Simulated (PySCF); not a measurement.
A structure optimised at PBE0-D3(BJ)/def2-SVP, used in a PySCF frequency run:

```xyz
14

Si     1.4829     1.6310    -0.1786
Si     0.0000     0.0000     0.6201
Si     0.6710    -2.0997    -0.1786
Si    -2.1539     0.4687    -0.1786
H      2.8760     1.3567     0.2905
H      1.4656     1.6062    -1.6741
H      1.0735     2.9928     0.2842
H      0.0000     0.0000     2.1191
H      2.0550    -2.4261     0.2842
H      0.6582    -2.0724    -1.6741
H     -0.2631    -3.1691     0.2905
H     -3.1286    -0.5667     0.2842
H     -2.6130     1.8124     0.2905
H     -2.1238     0.4661    -1.6741
```
Charge 0, spin multiplicity 1.

Problem. Write its SMILES, formula and point group.

Solution. [SiH3][SiH]([SiH3])[SiH3], H₁₀Si₄, C3

Problem. What are its rotational constants (standard atomic weights)?

Solution. 1.8760, 1.8760, 1.0424 GHz
